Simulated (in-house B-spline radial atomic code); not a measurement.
Spin-orbit splittings of orbital energies (j = l + 1/2 less j = l - 1/2) and ratios of mean radii (lower j over upper j) along the 72-electron series, configuration [Xe] 4f14 5d4. Computed with a radial B-spline atomic code at the basis-set limit: Dirac-Hartree-Fock, average of the configuration, finite nuclei.

| ion | Z | splitting of 4f (eV) | radius ratio of 4f | splitting of 4p (eV) | radius ratio of 4p | splitting of 5p (eV) | radius ratio of 5p |
| --- | --- | --- | --- | --- | --- | --- | --- |
| W2+ | 74 | 2.4241 | 0.98505 | 69.701 | 0.93559 | 10.341 | 0.92521 |
| Re3+ | 75 | 2.6902 | 0.98572 | 74.987 | 0.93396 | 11.685 | 0.92654 |
| Os4+ | 76 | 2.9795 | 0.98619 | 80.628 | 0.93231 | 13.185 | 0.92754 |
| Ir5+ | 77 | 3.2923 | 0.98651 | 86.642 | 0.93066 | 14.84 | 0.9282 |
| Pt6+ | 78 | 3.6294 | 0.98673 | 93.047 | 0.92899 | 16.651 | 0.92855 |
| Au7+ | 79 | 3.9913 | 0.98686 | 99.865 | 0.92729 | 18.624 | 0.92865 |
| Hg8+ | 80 | 4.3789 | 0.98693 | 107.12 | 0.92557 | 20.763 | 0.92853 |
| Tl9+ | 81 | 4.7932 | 0.98696 | 114.82 | 0.92383 | 23.076 | 0.92822 |
| Pb10+ | 82 | 5.235 | 0.98694 | 123 | 0.92205 | 25.57 | 0.92776 |
| Bi11+ | 83 | 5.7056 | 0.98689 | 131.69 | 0.92024 | 28.255 | 0.92716 |

(1) With what power of Z does the column «splitting of 4p (eV)» change over this range?

## Answers

(1) A fit of the logarithm of its size against log Z from Z = 74 to 83 has slope 5.54. An unscreened hydrogenic electron would give 4 at low Z; screening makes the apparent power larger near the neutral end, and relativity raises it again at high Z.
